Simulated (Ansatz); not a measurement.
Basis-set extrapolation for C3H9NSi (`CNC1C[SiH2]1`) (PBE0-D4/def2-TZVP geometry, frozen core, Ansatz). Multiplicity 1, RHF reference.

|  | def2-TZVPP | def2-QZVPP |
| --- | --- | --- |
| HF | -462.234861 | -462.252145 |
| MP2 correlation | -0.854365 | -0.910422 |
| CCSD(T) correlation | -0.942823 | not run |

Energies in hartree. Use E(X) = E(∞) + A·exp(−7.88·√X) for Hartree–Fock and E(X) = E(∞) + B·X^(−2.97) for correlation, with X = 3 and 4, and add CCSD(T) minus MP2 of the smaller set to the MP2 limit.

What is the CCSD(T) energy at the basis-set limit?

HF limit: -462.252145 + (-0.017284) × 0.13774 = -462.25453. MP2 limit: -0.910422 + (-0.056057) × 0.74074 = -0.95195. Higher-order term: -0.942823 − (-0.854365) = -0.08846. Total: -463.29494 hartree, 3.19 eV below CCSD(T)/def2-TZVPP.
